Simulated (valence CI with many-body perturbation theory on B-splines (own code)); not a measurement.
## Ladder of approximations for Pt LXXIII

Computed by relativistic CI+MBPT: four valence electrons over a frozen Dirac-Fock core [He], a basis of 11 s, 11 p, 9 d, 7 f, 5 g, 2 h, 1 i functions for each j, with the one-electron correlation potential Σ1, the two-electron term Σ2, the three-electron term Σ3, Breit, model QED; selected CI, second order for the rest (own B-spline code, finite nucleus).

No measured spectrum was set against this ion. As an estimate, large intervals hold to a few tenths of a per cent, small ones and those within an open d or f shell to about a per cent. Among the levels kept, up to 310 cm⁻¹ of a level comes from second order outside the variational space, and about a tenth of that is noise between levels of different J, which matters for small intervals.

Each rung adds one term. CI alone is the Dirac-Coulomb CI over the frozen core; QED comes last and gives the full result, which names the levels. Energies are above (2s^2 2p1/2^2) J=0 on the same rung, in Ry.

Levels are named by their leading jj configuration (3d3/2^4 stands for four electrons in 3d with j = 3/2), which in mixed levels can hold well under half, so a name can repeat and another be missing. Letters in brackets count levels of one name in rising energy.

| Level | CI alone |
| --- | --- |
| (2s^2 2p1/2 2p3/2) J=1 | 134.40 |
| (2s^2 2p1/2 2p3/2) J=2 | 136.45 |
| (2s 2p1/2^2 2p3/2) J=2 | 159.17 |
| (2s 2p1/2^2 2p3/2) J=1 | 165.86 |
| (2s^2 2p3/2^2) J=2 | 272.43 |
| (2s^2 2p3/2^2) J=0 | 276.65 |
| (2s 2p1/2 2p3/2^2) J=2 [a] | 291.08 |
| (2s 2p1/2 2p3/2^2) J=3 | 295.54 |
| (2s 2p1/2 2p3/2^2) J=0 | 298.96 |
| (2s 2p1/2 2p3/2^2) J=1 [a] | 301.26 |
| (2s 2p1/2 2p3/2^2) J=2 [b] | 302.56 |
| (2s 2p1/2 2p3/2^2) J=1 [b] | 302.17 |
| (2p1/2^2 2p3/2^2) J=2 | 327.94 |
| (2p1/2^2 2p3/2^2) J=0 | 332.32 |
| (2s 2p3/2^3) J=2 | 433.57 |
| (2s 2p3/2^3) J=1 | 440.17 |

Question: What do these energies become with core correlation, Breit and QED?

Answer: (2s^2 2p1/2 2p3/2) J=1 132.64 (-1.759); (2s^2 2p1/2 2p3/2) J=2 133.98 (-2.472); (2s 2p1/2^2 2p3/2) J=2 156.90 (-2.271); (2s 2p1/2^2 2p3/2) J=1 163.85 (-2.011); (2s^2 2p3/2^2) J=2 268.68 (-3.755); (2s^2 2p3/2^2) J=0 273.68 (-2.970); (2s 2p1/2 2p3/2^2) J=2 [a] 287.30 (-3.780); (2s 2p1/2 2p3/2^2) J=3 290.65 (-4.895); (2s 2p1/2 2p3/2^2) J=0 295.77 (-3.186); (2s 2p1/2 2p3/2^2) J=1 [a] 297.56 (-3.702); (2s 2p1/2 2p3/2^2) J=2 [b] 298.18 (-4.382); (2s 2p1/2 2p3/2^2) J=1 [b] 298.55 (-3.626); (2p1/2^2 2p3/2^2) J=2 323.83 (-4.105); (2p1/2^2 2p3/2^2) J=0 329.02 (-3.299); (2s 2p3/2^3) J=2 428.11 (-5.453); (2s 2p3/2^3) J=1 434.95 (-5.222).

Question: How does the ionisation energy move along the ladder, and which term matters most?

Answer: CI alone 20887, + Σ1 20887, + Σ2 20887, + Σ3 20887, + Breit 20839, + QED 20838 eV. The largest step is Breit, -48 eV. NIST lists 20840 ± 70 eV (theoretical).
